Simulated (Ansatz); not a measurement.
Two members of one family (Same ligands, another metal), computed with Ansatz in the gas phase; def2 core potentials for Zr, no spin–orbit coupling. The two geometries come from different levels. A dash marks a value that wasn't run or was left out as unsound. The structures are stationary points that may keep the symmetry of their start. Remarks come from the PBE and PBE0 runs and from stability tests at other levels; not every state was tested. A HOMO above zero means that the electron is unbound at that level and held by the basis, or that self-interaction error raises the level; the energy of removing that electron tells which. HOMO above LUMO (over both spins in singlets and doublets, within one spin in higher multiplets; at PBE or PBE0), or a gap under 0.15 eV within one spin, warns that the state may not be the lowest or that an electron is smeared out.

First: ZrFCl3 (singlet, charge 0, PBE0-D4/def2-SVP geometry).

Cartesian coordinates in Å:
```
Zr 0.064 -0.052 -0.018
F 1.479 -1.224 -0.421
Cl 0.852 2.137 -0.032
Cl -0.783 -0.568 2.088
Cl -1.611 -0.293 -1.617
```

```json
{"level": "PBE-D4/def2-SVP", "HOMO (eV)": "-8.22", "LUMO (eV)": "-3.13", "gap (eV)": "5.09", "vertical IE (eV)": "–", "vertical EA (eV)": "–", "vertical triplet (eV)": "–"}
{"level": "PBE-D4/def2-TZVP", "HOMO (eV)": "-8.32", "LUMO (eV)": "-3.28", "gap (eV)": "5.04", "vertical IE (eV)": "11.08", "vertical EA (eV)": "–", "vertical triplet (eV)": "5.25"}
{"level": "PBE-D4/def2-TZVPD", "HOMO (eV)": "-8.33", "LUMO (eV)": "-3.32", "gap (eV)": "5.02", "vertical IE (eV)": "–", "vertical EA (eV)": "0.50", "vertical triplet (eV)": "–"}
{"level": "r2SCAN-D4/def2-TZVP", "HOMO (eV)": "-8.71", "LUMO (eV)": "-3.18", "gap (eV)": "5.54", "vertical IE (eV)": "11.38", "vertical EA (eV)": "–", "vertical triplet (eV)": "5.45"}
{"level": "r2SCAN-D4/def2-TZVPD", "HOMO (eV)": "-8.70", "LUMO (eV)": "-3.18", "gap (eV)": "5.52", "vertical IE (eV)": "–", "vertical EA (eV)": "0.54", "vertical triplet (eV)": "–"}
```

Metal–donor distances: 1 × F 1.88 Å, 3 × Cl 2.33 Å. Remarks: HOMO above zero (-1 doublet).

Second: TiFCl3 (singlet, charge 0, PBE-D4/def2-SVP geometry).

```xyz
5

Ti    0.036   -0.072    0.009
F     0.813   -1.610    0.192
Cl    0.808    0.908   -1.777
Cl    0.454    1.151    1.762
Cl   -2.112   -0.377   -0.185
```

Task: Estimate the same table for the second.

Result: 
| level | HOMO (eV) | LUMO (eV) | gap (eV) | vertical IE (eV) | vertical EA (eV) | vertical triplet (eV) |
| --- | --- | --- | --- | --- | --- | --- |
| PBE-D4/def2-SVP | -8.09 | -4.44 | 3.65 | – | – | – |
| PBE-D4/def2-TZVP | -8.28 | -4.56 | 3.73 | 11.13 | – | 4.04 |
| PBE-D4/def2-TZVPD | -8.32 | -4.59 | 3.72 | – | 1.57 | – |
| r2SCAN-D4/def2-TZVP | -8.68 | -4.60 | 4.08 | 11.42 | – | 4.05 |
| r2SCAN-D4/def2-TZVPD | -8.68 | -4.60 | 4.08 | – | 1.80 | – |

Metal–donor distances: 1 × F 1.73 Å, 3 × Cl 2.18 Å. Remarks: HOMO above zero (-1 doublet), gap within one spin near zero at PBE or PBE0 (-1 doublet).
